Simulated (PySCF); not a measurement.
A GIAO shielding run with PySCF 2.14.0 with density-fitted response routines (density fitting, non-relativistic, gas phase) on SMILES CCOCC1=C[C@@](C)(F)C1, C8H13FO:

```
$ OMP_NUM_THREADS=1 python probes_run.py task.json out

{"job": {"kind": "nmr", "xc": "PBE0", "basis": "pcSseg-1"}, "charge": 0, "multiplicity": 1}
C     -3.633984    -0.149933     0.580639
C     -2.406290     0.237060    -0.226657
O     -1.770739    -0.946268    -0.668349
C     -0.594387    -0.712951    -1.408144
C      0.511362    -0.150186    -0.580166
C      1.299670     0.923763    -0.647613
C      2.077842     0.547417     0.591673
C      3.556553     0.263054     0.422675
F      1.918251     1.437249     1.644634
C      1.123827    -0.675132     0.698532
H     -4.304932    -0.747578    -0.030030
H     -3.338149    -0.738592     1.444434
H     -4.153609     0.742930     0.916702
H     -1.716146     0.833092     0.388061
H     -2.695567     0.846893    -1.097723
H     -0.795425    -0.042220    -2.258991
H     -0.300768    -1.696814    -1.790502
H      1.396864     1.754613    -1.320183
H      4.085198     1.192407     0.221479
H      3.706938    -0.421365    -0.407221
H      3.955011    -0.176753     1.334308
H      0.470445    -0.643707     1.567870
H      1.603283    -1.649996     0.634650
```

Hardware: 1 thread of an Arm Neoverse V2, shared host. The job also computes population analyses, field gradients, ring-centre shieldings.

Question: How large is the calculation?

Answer: 78 electrons, 235 basis functions and 1212 auxiliary functions.

Question: How long does it take, and how much memory does it need?

Answer: 62 s of wall time, with 14 SCF cycles and 4 response iterations; peak memory 1.1 GiB. Times on a shared host scatter by some tens of per cent.
